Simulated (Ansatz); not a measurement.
The cluster ZnTe2⁻, relaxed as a doublet with UKS r2SCAN-D4/def2-TZVPD in Ansatz, starting from the GFN1-xTB geometry. Force threshold 0.02 eV/Å.

In the def2 sets Te takes a core potential; there is no spin–orbit coupling. The structure comes from a short search, and lower isomers may exist.

Start:

```
atom   x (Å)   y (Å)   z (Å)
 Zn1  -0.083  -0.761   0.542
 Te2   1.949  -0.271  -0.892
 Te3  -1.867   1.032   0.350
```

Estimate the energy that the relaxation releases and the steps that it takes.

70.9 kJ/mol, in 6 steps; 38 s on 4 threads of AMD EPYC 7R43 on a shared host. No frequencies were taken in this run, so the end may be a saddle point.

Does the start keep its bonding and symmetry?

By distances, no bond broke or formed. The bond that changes most is Zn1–Te3, from 2.54 to 2.43 Å (atoms count from 1). Point group C2v at the start, D∞h at the end, both within 0.05 Å.

Predict the relaxed structure.


Cartesian coordinates in Å:
```
Zn -0.0003 -0.0032 0.0022
Te 2.2018 -0.7505 -0.7180
Te -2.2015 0.7537 0.7158
```
Bond lengths: 2 × Te–Zn 2.43 Å.
